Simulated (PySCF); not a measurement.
Steps of a relaxation of Os(NH3)4

Os(NH3)4 (singlet; a saddle point, relaxed within its symmetry). PySCF 2.14.0, RKS r2SCAN, Os def2-SVP with ECP60, N def2-SVP, H def2-SVP; non-relativistic Hamiltonian with scalar-relativistic core potentials where named; density fitting; no spin-orbit coupling. Origin of the start: template. Columns: position (Å) and force (eV/Å). Energies are counted from the last step; some of the 9 steps are shown. Forces carry noise of the integration grid, about 0.01 to 0.03 eV/Å.

Run from Python with OMP_NUM_THREADS=4. Where DIIS fails, smearing, a level shift and second-order steps follow.
It took 56 s on 4 threads of Arm Neoverse V2, on a shared host, from the converged density of the start.

```xyz
17
step 0  E = 0.260 eV
Os    0.0000    0.0000    0.0000     0.00    0.00    0.00
N     2.0400    0.0000    0.0000     0.37    0.07    0.00
H     2.4380   -0.4696    0.8133     0.30   -0.18    0.55
H     2.4380   -0.4696   -0.8133     0.30   -0.18   -0.55
H     2.4380    0.9392    0.0000     0.40    0.35    0.00
N     0.0000    2.0400    0.0000    -0.07    0.37    0.00
H     0.4696    2.4380    0.8133     0.18    0.30    0.55
H     0.4696    2.4380   -0.8133     0.18    0.30   -0.55
H    -0.9392    2.4380    0.0000    -0.35    0.40    0.00
N    -2.0400    0.0000    0.0000    -0.37   -0.07    0.00
H    -2.4380    0.4696    0.8133    -0.30    0.18    0.55
H    -2.4380    0.4696   -0.8133    -0.30    0.18   -0.55
H    -2.4380   -0.9392    0.0000    -0.40   -0.35    0.00
N     0.0000   -2.0400    0.0000     0.07   -0.37    0.00
H    -0.4696   -2.4380    0.8133    -0.18   -0.30    0.55
H    -0.4696   -2.4380   -0.8133    -0.18   -0.30   -0.55
H     0.9392   -2.4380    0.0000     0.35   -0.40    0.00
```

```xyz
17
step 3  E = 0.001 eV
Os    0.0000    0.0000    0.0000     0.00    0.00    0.00
N     2.1187    0.0051    0.0000     0.00    0.02    0.00
H     2.5156   -0.4669    0.8288    -0.01    0.01   -0.02
H     2.5156   -0.4669   -0.8288    -0.01    0.01    0.02
H     2.5480    0.9419    0.0000     0.03   -0.02    0.00
N    -0.0051    2.1187    0.0000    -0.02    0.00    0.00
H     0.4669    2.5156    0.8288    -0.01   -0.01   -0.02
H     0.4669    2.5156   -0.8288    -0.01   -0.01    0.02
H    -0.9419    2.5480    0.0000     0.02    0.03    0.00
N    -2.1187   -0.0051    0.0000     0.00   -0.02    0.00
H    -2.5156    0.4669    0.8288     0.01   -0.01   -0.02
H    -2.5156    0.4669   -0.8288     0.01   -0.01    0.02
H    -2.5480   -0.9419    0.0000    -0.03    0.02    0.00
N     0.0051   -2.1187    0.0000     0.02    0.00    0.00
H    -0.4669   -2.5156    0.8288     0.01    0.01   -0.02
H    -0.4669   -2.5156   -0.8288     0.01    0.01    0.02
H     0.9419   -2.5480    0.0000    -0.02   -0.03    0.00
```

```xyz
17
step 5  E = 0.000 eV
Os    0.0000    0.0000    0.0000     0.00    0.00    0.00
N     2.1209    0.0086    0.0000    -0.01    0.01    0.00
H     2.5166   -0.4659    0.8274    -0.01    0.00    0.01
H     2.5166   -0.4659   -0.8274    -0.01    0.00   -0.01
H     2.5592    0.9410    0.0000     0.01    0.00    0.00
N    -0.0086    2.1209    0.0000    -0.01   -0.01    0.00
H     0.4659    2.5166    0.8274     0.00   -0.01    0.01
H     0.4659    2.5166   -0.8274     0.00   -0.01   -0.01
H    -0.9410    2.5592    0.0000     0.00    0.01    0.00
N    -2.1209   -0.0086    0.0000     0.01   -0.01    0.00
H    -2.5166    0.4659    0.8274     0.01    0.00    0.01
H    -2.5166    0.4659   -0.8274     0.01    0.00   -0.01
H    -2.5592   -0.9410    0.0000    -0.01    0.00    0.00
N     0.0086   -2.1209    0.0000     0.01    0.01    0.00
H    -0.4659   -2.5166    0.8274     0.00    0.01    0.01
H    -0.4659   -2.5166   -0.8274     0.00    0.01   -0.01
H     0.9410   -2.5592    0.0000     0.00   -0.01    0.00
```

Where does the relaxation end?

It converges at step 8 in C4h:
```xyz
17
step 8  E = 0
Os    0.0000    0.0000    0.0000
N     2.1193    0.0115    0.0000
H     2.5112   -0.4656    0.8278
H     2.5112   -0.4656   -0.8278
H     2.5636    0.9414    0.0000
N    -0.0115    2.1193    0.0000
H     0.4656    2.5112    0.8278
H     0.4656    2.5112   -0.8278
H    -0.9414    2.5636    0.0000
N    -2.1193   -0.0115    0.0000
H    -2.5112    0.4656    0.8278
H    -2.5112    0.4656   -0.8278
H    -2.5636   -0.9414    0.0000
N     0.0115   -2.1193    0.0000
H    -0.4656   -2.5112    0.8278
H    -0.4656   -2.5112   -0.8278
H     0.9414   -2.5636    0.0000
```

How did the contacts change?


| contact | start (Å) | end (Å) |
| --- | --- | --- |
| Os1–N2 (NH3) | 2.040 | 2.119 |
| Os1–N6 (NH3) | 2.040 | 2.119 |
| Os1–N10 (NH3) | 2.040 | 2.119 |
| Os1–N14 (NH3) | 2.040 | 2.119 |
